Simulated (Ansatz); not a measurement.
`ClB(Cl)[Si](Cl)(Cl)Cl`, 7 atoms. Charge 0, multiplicity 1. All runs use 4 threads of an Arm Neoverse V1 on a shared host. Correlated methods freeze the cores.

How many basis functions does each run have, and how long does it take in Ansatz? RKS PBE0-D4/def2-TZVP frequencies; RKS PBE0-D4/def2-TZVP relaxation (6 steps); RKS PBE-D4/def2-TZVPP energy and forces; direct RPA on PBE orbitals/def2-TZVPP energy; RKS B97M-V/def2-TZVPP energy; RHF-CCSD(T)/def2-TZVPP energy; RKS PBE0-D4/def2-SVP energy; RKS ωB97M-V/def2-QZVPP energy; RHF-MP2/def2-QZVPP energy; RKS ωB97M-V/def2-SVP energy; RKS LC-ωPBE/def2-TZVPP energy; RKS PBE0-D4/def2-QZVPP energy. (An estimate is asked.)

Computed: Other jobs shared the machine, so times are rough.

```
                                level                   job  functions  wall time  peak host memory (GiB)
                 RKS PBE0-D4/def2-SVP                energy        122      1.9 s                    0.31
                RKS PBE-D4/def2-TZVPP     energy and forces        283      4.1 s                    0.55
               RKS LC-ωPBE/def2-TZVPP                energy        283      4.7 s                    0.77
                 RKS ωB97M-V/def2-SVP                energy        122      7.5 s                    0.47
direct RPA on PBE orbitals/def2-TZVPP                energy        283        8 s                    0.72
                RKS B97M-V/def2-TZVPP                energy        283       15 s                    0.66
               RKS PBE0-D4/def2-QZVPP                energy        477       22 s                     3.1
                   RHF-MP2/def2-QZVPP                energy        477       31 s                       3
               RKS ωB97M-V/def2-QZVPP                energy        477       39 s                     3.4
                RKS PBE0-D4/def2-TZVP  relaxation (6 steps)        253       53 s                     1.1
                RKS PBE0-D4/def2-TZVP           frequencies        253    4.1 min                     1.1
               RHF-CCSD(T)/def2-TZVPP                energy        283    6.5 min                     7.2
```

LC-ωPBE has ω = 0.4 bohr⁻¹.
